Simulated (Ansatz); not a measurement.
Species: C$_{10}$H$_{9}$ClSi, SMILES `[SiH3]c1ccc2cc(Cl)ccc2c1` (charge 0, multiplicity 1).

Problem. Give a relaxed geometry from PBE0-D4/def2-SVP (Ansatz, a program for electronic structure).

Solution. the end point of this relaxation (outside a Z-matrix the atoms follow the SMILES, hydrogens last).
Z-matrix (Å, degrees):
```
C
C 1 1.4178
C 2 1.3824 1 121.80
H 2 1.0944 3 120.35 1 -179.99
C 1 1.4181 2 122.14 4 -0.01
C 5 1.3734 1 121.16 2 -180.00
H 6 1.0910 5 121.33 1 180.00
H 5 1.0930 6 119.89 7 0.00
C 6 1.4142 7 119.26 5 180.00
C 9 1.3750 6 121.38 7 -180.00
H 10 1.0915 9 120.15 6 180.00
C 10 1.4163 11 119.95 9 -180.00
C 12 1.4192 10 122.01 11 0.00
C 13 1.3731 12 120.75 10 180.00
H 13 1.0931 14 120.39 3 -179.99
H 14 1.0941 13 118.97 15 -0.02
Cl 9 1.7313 10 120.04 11 0.00
Si 3 1.8773 2 120.92 4 -0.01
H 18 1.4940 3 109.09 2 0.16
H 18 1.4960 19 109.28 4 -121.37
H 18 1.4961 19 109.27 20 -117.52
```
